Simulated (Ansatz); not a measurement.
Ag4H4. Charge 0, multiplicity 3. Geometry r2SCAN-D4/def2-SVP, that of the neutral singlet; atoms count from 1.

```csv
atom,x (Å),y (Å),z (Å)
Ag1,0.3837,-1.8610,-0.0522
Ag2,1.6639,0.3189,0.8620
Ag3,-1.6639,-0.3189,-0.8620
Ag4,-0.3837,1.8610,0.0521
H5,-1.1985,-2.0394,-0.8532
H6,-1.9144,1.4428,-0.7596
H7,1.1966,2.0389,0.8572
H8,1.9164,-1.4423,0.7557
```

In the def2 sets Ag takes a core potential; there is no spin–orbit coupling. At PBE0-D4/def2-TZVP a singlet of charge 0 lies 4.30 eV below the triplet at the same geometry. The structure comes from a short search, and lower isomers may exist.

Problem. Estimate the Mulliken populations from the PBE0/def2-TZVP orbitals of Ansatz.

Solution. 
```csv
atom,charge (e),spin (α − β),d electrons
Ag1,0.00,0.62,9.70
Ag2,-0.05,0.25,9.81
Ag3,-0.05,0.25,9.81
Ag4,0.00,0.62,9.70
H5,0.02,0.07,–
H6,0.02,0.07,–
H7,0.02,0.07,–
H8,0.02,0.07,–
```
Mulliken values and Mayer orders depend strongly on the basis.

Problem. Where does the spin sit?

Solution. Summed by element: Ag 1.73, H 0.27, of 2 unpaired in all. Largest on single atoms: Ag1 0.62, Ag4 0.62, Ag3 0.25.

Problem. And the Mayer bond orders between bonded heavy atoms (over 0.3)?

Solution. Ag1–Ag2 0.42 (2.69 Å); Ag1–Ag3 0.42 (2.69 Å); Ag2–Ag4 0.42 (2.69 Å); Ag3–Ag4 0.42 (2.69 Å).
